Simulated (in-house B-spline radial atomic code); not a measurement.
Values are calculated unless marked as measured or tabulated.
## Ar ion on C atom: potential, deflection and energy transfer

The pair potential comes from two frozen, spherical free-atom densities (PBE, B-spline radial code, scalar-relativistic past argon): electrostatics plus the change in Thomas-Fermi kinetic and Dirac exchange energy where they overlap, the recipe behind the universal ZBL potential, which averages such potentials (from solid-state densities) over many pairs. It is written V = (Z1 Z2 e²/r) φ(r/a), with e² = 14.3996 eV·Å and a = 0.46850 Å/(Z1^0.23 + Z2^0.23); ZBL's fit is φ = 0.18175 e^(−3.1998x) + 0.50986 e^(−0.94229x) + 0.28022 e^(−0.4029x) + 0.02817 e^(−0.20162x). Where φ falls below 4e-4 it is continued as an exponential.

Masses 39.95 and 12.01 u.

```json
{"x = r/a": "0.1", "φ, this pair": "0.901", "φ, ZBL": "0.8928"}
{"x = r/a": "0.25", "φ, this pair": "0.7832", "φ, ZBL": "0.7647"}
{"x = r/a": "0.5", "φ, this pair": "0.6418", "φ, ZBL": "0.6096"}
{"x = r/a": "1", "φ, this pair": "0.4502", "φ, ZBL": "0.4164"}
{"x = r/a": "1.5", "φ, this pair": "0.331", "φ, ZBL": "0.2995"}
{"x = r/a": "2", "φ, this pair": "0.2509", "φ, ZBL": "0.2218"}
{"x = r/a": "3", "φ, this pair": "0.1536", "φ, ZBL": "0.1292"}
{"x = r/a": "4", "φ, this pair": "0.1001", "φ, ZBL": "0.08026"}
{"x = r/a": "5", "φ, this pair": "0.06573", "φ, ZBL": "0.05224"}
{"x = r/a": "6.5", "φ, this pair": "0.0344", "φ, ZBL": "0.02914"}
{"x = r/a": "8", "φ, this pair": "0.01876", "φ, ZBL": "0.01705"}
{"x = r/a": "10", "φ, this pair": "0.009465", "φ, ZBL": "0.008778"}
{"x = r/a": "12", "φ, this pair": "0.005129", "φ, ZBL": "0.00474"}
{"x = r/a": "14.5", "φ, this pair": "0.002315", "φ, ZBL": "0.002328"}
{"x = r/a": "17", "φ, this pair": "0.0009512", "φ, ZBL": "0.001212"}
```

Question: At x = 4 the electrostatic, kinetic and exchange parts are 96.23, 222.15 and -31.5 eV. Find r, V and φ.

Answer: a = 0.46850/(1.9441 + 1.5100) = 0.13564 Å, so r = 0.54255 Å. V = 96.23 + 222.15 + (-31.5) = 286.88 eV. The bare repulsion is 18 × 6 × 14.3996/0.54255 = 2866.4 eV, so φ = 0.1001, +24.7 % against ZBL's 0.0803. The kinetic (Pauli) term is 77 % of V here.

Question: The ion comes in at 4.96 keV with impact parameter 0.0678 Å. The scattering integral gives a centre-of-mass angle of 141.8° and a closest approach of 2.28 a. What are the reduced energy, the energy passed on and the laboratory angles?

Answer: ε = E a M2/(Z1 Z2 e² (M1 + M2)) = 4960 × 2.0159e-05 = 0.1. The most that one collision can pass on is γE with γ = 4 M1 M2/(M1 + M2)² = 0.7109. Here T = γE sin²(θ/2) = 0.7109 × 4960 × 0.8932 = 3150 eV. The ion turns by arctan(sin θ/(cos θ + M1/M2)) = 13.7°, and the struck atom leaves at (180° − θ)/2 = 19.1°. The closest approach is 0.309 Å. With ZBL the angle would be 139.86° and T = 3111 eV.
